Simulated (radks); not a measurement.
Values are calculated unless marked as measured or tabulated.
The tantalum ion Ta+, configuration [Xe] 4f14 5d3 6s1.

Level of theory: scalar-relativistic Kohn-Sham, Slater X-alpha with alpha = 0.667, spin-unpolarised, spherical densities, point nucleus (a radial shooting solver on a logarithmic mesh with Libxc functionals).

Energy parts (eV):
part                   energy
total              -424163.02
kinetic             466168.37
electron-nucleus  -1047691.56
Hartree             165477.06
exchange             -8116.90

Orbitals (lengths in bohr, moments of r in powers of bohr; r(max) is where P^2 peaks):
\begin{tabular}{lrrrrrr}
orbital & occ. & eigenvalue (eV) & <r> & <1/r> & <r^4> & r(max) \\ \hline
1s & 2 & -67319.57 & 0.01867 & 85.40 & 6.214e-07 & 0.01168 \\
2s & 2 & -11571.72 & 0.07899 & 19.95 & 0.00009399 & 0.06690 \\
2p & 6 & -10145.02 & 0.07059 & 18.14 & 0.00007333 & 0.05478 \\
3s & 2 & -2654.663 & 0.2050 & 7.382 & 0.003474 & 0.1888 \\
3p & 6 & -2230.404 & 0.2050 & 6.832 & 0.003722 & 0.1867 \\
3d & 10 & -1734.538 & 0.1857 & 6.462 & 0.002880 & 0.1519 \\
4s & 2 & -545.0942 & 0.4590 & 3.136 & 0.08230 & 0.4290 \\
4p & 6 & -405.8690 & 0.4880 & 2.851 & 0.1098 & 0.4497 \\
4d & 10 & -227.6759 & 0.5234 & 2.532 & 0.1639 & 0.4614 \\
5s & 2 & -79.0490 & 1.100 & 1.214 & 2.753 & 0.9877 \\
5p & 6 & -45.4688 & 1.295 & 1.013 & 5.676 & 1.124 \\
4f & 14 & -30.6555 & 0.6402 & 2.002 & 0.6945 & 0.4405 \\
6s & 1 & -10.9001 & 3.093 & 0.4080 & 178.5 & 2.674 \\
5d & 3 & -9.5476 & 2.133 & 0.6155 & 59.30 & 1.583 \\
\end{tabular}

The highest occupied level is 5d at -9.548 eV. For comparison, the ionisation energy in NIST's Atomic Spectra Database is 16.2 eV (semi-empirical). In exact Kohn-Sham theory the highest level is minus the ionisation energy, but local and semilocal functionals leave it too shallow, through self-interaction and a potential that decays too fast; potentials with the right tail come closer.

Beside tabulated values, note that spin-unpolarised runs miss the spin-polarisation part of the exchange energy of open shells.
